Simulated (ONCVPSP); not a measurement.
# What one change does to a pseudopotential (strontium (Sr), ONCV)

| Quantity | Value |
| --- | --- |
| Element | Sr |
| Generator | ONCVPSP 4.0.1 |
| Type | optimised norm-conserving Vanderbilt (ONCV) |
| Functional | BLYP |
| Relativity | scalar-relativistic |
| Frozen core | [Ar] 3d10 |
| Valence charge | 10 |
| Reference configuration | 4s2 4p6 5s2 |
| Partial waves | 4s+5s: rc 2.60 bohr, ncon 4, nbas 8, qcut 5.6 1/bohr, 3 projectors, debl 2.3 Ha; 4p: rc 1.80 bohr, ncon 4, nbas 9, qcut 9.1 1/bohr, 2 projectors, debl 1.3 Ha; d scattering state at 0.17 Ha: rc 1.80 bohr, ncon 4, nbas 9, qcut 5.5 1/bohr, local; f scattering state at 0.39 Ha: rc 2.60 bohr, ncon 4, nbas 9, qcut 4.5 1/bohr, 2 projectors, debl 3.3 Ha |
| Local potential | the d channel |
| Core correction | Teter function, fcfact 5, rcfact 1.15 |

In the d channel the program set the typed energies aside and used 0.050 Ha.

All-electron outer shells of the reference configuration (BLYP, scalar-relativistic, ld1.x):

```json
{"shell": "4s", "level (eV)": "-40.63", "outermost node (bohr)": "0.59", "outermost maximum (bohr)": "1.19"}
{"shell": "4p", "level (eV)": "-22.54", "outermost node (bohr)": "0.61", "outermost maximum (bohr)": "1.32"}
{"shell": "5s", "level (eV)": "-3.38", "outermost node (bohr)": "1.65", "outermost maximum (bohr)": "3.62"}
```

Change: core correction Teter function, fcfact 5, rcfact 1.78.

Cutoffs: the cutoffs (Ha) at which the residual kinetic energy of the hardest occupied pseudo-wave falls to 1 and 0.1 mHa per electron; they do not see the model core or the augmentation charge, which bear on the density cutoff. Errors are all-electron minus pseudo energies relative to the spin-unpolarised reference configuration.

Question: How do hardness, ghosts and transferability respond?

Answer: The potential gets neither clearly harder nor softer (21 Ha and 26 Ha → 21 Ha and 26 Ha); of the 4 tests that both files solve, the error grows in 3 and shrinks in 0 by more than 15 % and 0.3 meV (median size 0.7 → 1.1 meV); neither file shows a bound ghost. A model core, the more so a compact one, raises the density cutoff, which this test does not measure.

```csv
quantity,base,changed
"cutoff, loose",21 Ha,21 Ha
"cutoff, tight",26 Ha,26 Ha
bound ghosts,none,none
GHOST(+) flags under 300 eV,none,none
"error for 4s2 4p6 5s1, meV [ΔE 5.81 eV]",-0.9,-1.3
"error for 4s2 4p6 5s0, meV [ΔE 16.93 eV]",-4.9,-8.8
"error for 4s2 4p6 5s1.5, meV [ΔE 2.28 eV]",-0.2,-0.3
"error for 4s2 4p6 5s1 5p1, meV [ΔE 2.36 eV]",-0.5,-1.0
s: phases at 2.64 bohr within 0.05 rad from the reference energy up to (Ha; the scan ends near 5),to the end of the scan,to the end of the scan
p: phases at 1.82 bohr within 0.05 rad from the reference energy up to (Ha; the scan ends near 5),to the end of the scan,to the end of the scan
d: phases at 1.82 bohr within 0.05 rad from the reference energy up to (Ha; the scan ends near 5),to the end of the scan,to the end of the scan
f: phases at 2.64 bohr within 0.05 rad from the reference energy up to (Ha; the scan ends near 5),2.5,2.5
"rms error of d²Exc/dni dnj with the model core, mHa",0.96,5.03
```

Base: The cutoffs count occupied waves only; projector 2 of the f channel, the hardest unoccupied one, needs 61 Ha at the loose tolerance. Changed file: The cutoffs count occupied waves only; projector 2 of the f channel, the hardest unoccupied one, needs 61 Ha at the loose tolerance.
